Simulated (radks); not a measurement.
Values are calculated unless marked as measured or tabulated.
Q: Ta XIX, 55 electrons, occupied as [Kr] 4d10 4f9 (the NIST ground configuration). Level of theory: Dirac Kohn-Sham, LB94 model potential, spin-unpolarised, spherical densities, finite nucleus; open shells fill j = l - 1/2 first; Fermi nuclear charge, rms radius 5.3507 fm (a radial shooting solver on a logarithmic mesh with Libxc functionals).

Spin-orbit splittings of the eigenvalues, e(l+1/2) - e(l-1/2), with zeta = 2 splitting/(2l+1) and mean radii in bohr:

| shell | occ. | splitting (eV) | zeta (eV) | <r> j=l-1/2 | <r> j=l+1/2 |
|---|---|---|---|---|---|
| 2p | 6 | ? | ? | 0.06471 | 0.07256 |
| 3p | 6 | 275.7 | 183.8 | 0.1937 | 0.2082 |
| 3d | 10 | 60.21 | 24.08 | 0.1823 | 0.1867 |
| 4p | 6 | 66.08 | 44.05 | 0.4559 | 0.4864 |
| 4d | 10 | 12.70 | 5.080 | 0.4954 | 0.5050 |
| 4f | 9 | 2.734 | 0.7813 | 0.5188 | 0.5233 |

Estimate the 2p splitting.

A: 1281 eV (zeta = 853.9 eV).
